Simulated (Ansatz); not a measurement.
`[SiH2]1[S][GeH2]1` at its PBE0-D4/def2-TZVP geometry, where that method's forces vanish. Charge 0, multiplicity 1.

```xyz
7

Si    0.7505    0.7924   -0.3887
S     0.3212    0.4291    1.6649
Ge   -0.7806   -0.8377    0.1245
H     2.1067    0.4286   -0.8620
H     0.3078    2.0931   -0.9437
H    -2.2905   -0.5857    0.1601
H    -0.4152   -2.3198    0.2449
```

(1) What forces (eV/Å) does PBE-D4/def2-TZVPP give on these atoms in the Gaussian-basis code of Ansatz? (Best estimate.)

Answers

(1) The calculation gave: 
```
Si1  0.049  0.047 -0.128
S2   0.061  0.085  0.399
Ge3 -0.083 -0.099 -0.170
H4   0.158 -0.041 -0.065
H5  -0.050  0.151 -0.074
H6  -0.175  0.028  0.014
H7   0.040 -0.171  0.023
```
